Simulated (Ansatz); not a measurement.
`C[B]([SiH3])[SnH3]` at its PBE0-D4/def2-TZVP geometry, where that method's forces vanish. The species carries charge 0 and has multiplicity 1. Sn takes the def2 core potential.

```xyz
13

C    -0.0709   -0.9862   -1.5157
B     0.0320   -0.2153   -0.1735
Si    1.3698   -0.7043    1.2496
Sn   -1.3029    1.5713    0.2099
H     0.3078   -2.0116   -1.4991
H    -1.0356   -0.9479   -2.0254
H     0.6324   -0.4249   -2.1602
H     1.9626    0.4909    1.9122
H     2.4776   -1.5839    0.7767
H     0.6018   -1.4551    2.2889
H    -2.7147    1.5617   -0.7620
H    -0.4591    3.0199   -0.1440
H    -1.8007    1.6855    1.8426
```

What forces (eV/Å) does B3LYP-D4/def2-TZVPP give on these atoms in Ansatz 0.2.0? (An estimate is asked.)

Ansatz gave: 
```
C1   0.020 -0.001 -0.064
B2   0.067 -0.069  0.034
Si3  0.054 -0.038  0.076
Sn4 -0.035  0.028 -0.002
H5  -0.032  0.039 -0.012
H6   0.048 -0.021  0.022
H7  -0.027 -0.035  0.000
H8  -0.034 -0.074 -0.042
H9  -0.064  0.055  0.029
H10  0.051  0.041 -0.056
H11 -0.055  0.006 -0.034
H12  0.027  0.059 -0.011
H13 -0.020  0.010  0.060
```

B3LYP here is the variant with VWN-RPA as its local correlation; programs differ in this.
